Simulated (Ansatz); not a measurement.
Isomers of Mo$_{7}$⁺ (doublet), relaxed with PBE-D4/def2-SVP; total energies from Ansatz at RPA@PBE/def2-TZVP.

```json
{"isomer": "A", "description": "point group Cs; 17 × Mo–Mo 2.31 to 3.61 Å", "energy (Eh)": "-476.27869"}
{"isomer": "B", "description": "point group Cs; 18 × Mo–Mo 2.28 to 3.60 Å", "energy (Eh)": "-476.26973"}
{"isomer": "C", "description": "point group not assigned; 15 × Mo–Mo 2.08 to 3.09 Å", "energy (Eh)": "-476.23044"}
```

In the def2 sets Mo takes a core potential; there is no spin–orbit coupling. Correlated methods freeze no core orbitals; core or outer-core shells of Mo are correlated, in sets that lack core-valence functions.

The isomers come from a short search, and lower ones may exist.

Problem. Work out the relative energies (1 Eh = 2625.5 kJ/mol) and the Boltzmann populations at 298 K from electronic energies alone (R = 8.314 J/mol/K).

Solution. ΔE: A 0.0, B 23.5, C 126.7 kJ/mol. RT = 2.48 kJ/mol. Factors exp(−ΔE/RT): A 1, B 7.67e-05, C 6.49e-23; sum 1.000. Populations: A 100.0 %, B 0.0 %, C 0.0 %. Zero-point energy, vibrational entropy and symmetry numbers are left out and can shift these; an error of 4 kJ/mol changes a ratio by a factor of 5.0. Over the other density-functional and correlated levels in def2 sets, the gap between A and B ranges from 28 to 32 kJ/mol.
